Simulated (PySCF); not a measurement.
## Calculated data, Al₂BH₃N, H₅N₂Si₂

Computed with PySCF 2.14.0. Calculation on a computer-drawn molecule: optimised geometry and harmonic frequencies of an isolated molecule of the commonest isotopes, restricted reference for singlets and unrestricted otherwise, frozen core in MP2.

Common to all runs: method HF; basis cc-pV(D+d)Z.

(1) Al₂BH₃N

Start structure:
```xyz
7
Al2BH3N
N     -3.8547    -1.7719     2.3956
B     -2.6714    -1.2915     2.3755
Al    -0.9912    -1.6602     1.1447
Al     0.8203    -2.1606    -0.6499
H     -4.8149    -1.9956     2.5382
H      0.0049    -0.8437    -1.2308
H      1.9445    -2.6624    -1.6492
```

* charge: 0
* multiplicity: 2
* rotational constants: 16.87, 1.405, 1.323 GHz
* total energy: -564.6919 hartree
* spin squared: 0.7865
* convergence status largest gradient component: 2.86e-05 hartree/bohr

Drawn bonds:
```csv
atom,other atom,order
1,2,2
2,3,1
3,4,1
1,5,1
4,6,1
4,7,1
```

Optimised structure:
```xyz
7
Al2BH3N
N     -3.8455    -1.9135     2.4173
B     -2.6924    -1.6820     2.0455
Al    -0.6941    -1.2601     1.4547
Al     0.5041    -1.7407    -0.7962
H     -4.7671    -2.0990     2.7141
H      0.5709    -0.6296    -1.9257
H      1.3616    -3.0610    -0.9856
```

Modes:
```csv
frequency (cm⁻¹),reduced mass (dalton)
68.45,6.576
125.8,1.117
254.7,4.594
291,6.001
305.8,8.78
351.3,1.138
495.6,12.02
517.6,1.235
553.7,1.189
580.4,1.235
823.2,1.068
1959,1.028
1963,1.059
2027,7.586
4078,1.102
```

(2) H₅N₂Si₂

Start structure:
```xyz
9
H5N2Si2
N     -2.3857     0.9603    -2.2511
Si    -1.8103    -0.4478    -1.8445
N     -1.1101    -0.1660    -0.1500
Si    -0.3681    -1.0524     0.9914
H     -2.9154     1.2033    -3.0852
H     -1.5970    -1.8550    -2.0145
H     -1.2816     0.8827     0.0140
H     -0.1291    -2.3535     0.7375
H      0.1112    -0.3638     2.2621
```

- charge: 1
- multiplicity: 1
- rotational constants: —
- total energy: —

Drawn bonds:
```csv
atom,other atom,order
1,2,2
2,3,1
3,4,1
1,5,1
2,6,1
3,7,1
4,8,1
4,9,1
```

Questions
1. H₅N₂Si₂ (entry 2): rotational constants?
2. Estimate the total energy of H₅N₂Si₂ (entry 2).

Calculated values
1. 24.63, 1.996, 1.847 GHz
2. -689.4268 hartree

Further results for H₅N₂Si₂ (entry 2):

* convergence status largest gradient component: 3.164e-05 hartree/bohr

Optimised structure:
```xyz
9
H5N2Si2
N     -2.4328     0.9057    -2.3327
Si    -1.8189    -0.3696    -1.7219
N     -1.1110    -0.0852    -0.1127
Si    -0.3439    -1.0165     0.9911
H     -2.9001     1.1106    -3.1921
H     -1.6130    -1.7861    -2.0275
H     -1.2403     0.8938     0.1257
H     -0.1365    -2.4274     0.6905
H      0.1104    -0.4174     2.2393
```

Modes:
```csv
frequency (cm⁻¹),reduced mass (dalton)
103.5,3.661
163.2,3.555
297.8,1.244
323.9,5.76
504.1,1.188
598.4,2.099
602.5,1.305
687,1.11
769.9,1.205
789.5,1.922
811.8,1.117
920.6,1.169
1013,1.082
1089,2.486
1295,3.402
1342,2.064
2415,1.047
2440,1.026
2485,1.062
3666,1.075
3897,1.083
```
